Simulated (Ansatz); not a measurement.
```yaml
crystal:
  periodic: [true, true, true]
  atoms:
    - {symbol: C, position_ang: [0.236636, 0.372590, 1.791666]}
    - {symbol: N, position_ang: [0.288045, -0.005446, 0.399055]}
    - {symbol: C, position_ang: [1.039366, -1.217025, 0.146288]}
    - {symbol: Zr, position_ang: [-0.540413, 0.918176, -1.150460]}
    - {symbol: F, position_ang: [-1.167789, 2.628986, -0.605038]}
    - {symbol: S, position_ang: [-2.400518, -0.597548, -1.633260]}
    - {symbol: Cl, position_ang: [0.963262, 1.000854, -2.977360]}
    - {symbol: H, position_ang: [-0.235234, -0.413784, 2.393794]}
    - {symbol: H, position_ang: [1.244119, 0.544817, 2.191157]}
    - {symbol: H, position_ang: [-0.340436, 1.290830, 1.922577]}
    - {symbol: H, position_ang: [0.602710, -2.068387, 0.682233]}
    - {symbol: H, position_ang: [2.085347, -1.108433, 0.458616]}
    - {symbol: H, position_ang: [1.038275, -1.463760, -0.921044]}
    - {symbol: H, position_ang: [-2.813369, 0.118120, -2.698225]}
basis:
  gaussian: {orbitals: def2-SVPD, nuclear_model: gaussian}
hamiltonian: {xc: {name: r2SCANh}, dispersion: d3bj}
```

```sh
$ ansatz run in.yaml --threads 2 --pin off --events-out ev --progress --plain --max-ram 31744MiB --backend cpu
```

Output, abridged:

```
Error: YAML parse error: error: line 2 column 3: crystal: missing field `lattice` (a structure is typed as `lattice` and `atoms`, a molecule's as `atoms` in Å alone, or read from a run's directory, `checkpoint`)
 --> <input>:2:3
1 | crystal:
2 |   periodic: [true, true, true]
3 |   atoms:
4 |     - {symbol: C, position_ang: [0.236636, 0.372590, 1.791666]}
```

Q: Something in this input is off. What?

A: The molecule is marked periodic without a cell. The input was rejected before any iteration.
